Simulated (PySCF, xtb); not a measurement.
BeO, SMILES [Be]=[O].

GFN2-xTB in xtb at its own geometry gives an orbital gap of 4.23 eV and a dipole moment of 6.24 D.

Coordinates come from a B3LYP-D3(BJ)/def2-TZVPD optimisation.

Task: What does ωB97X/def2-TZVPD in PySCF give? (An estimate is asked for; the answer gives what the named calculation found.)

Result: gap 7.92 eV (levels -9.76 and -1.84 eV), dipole 6.83 D.
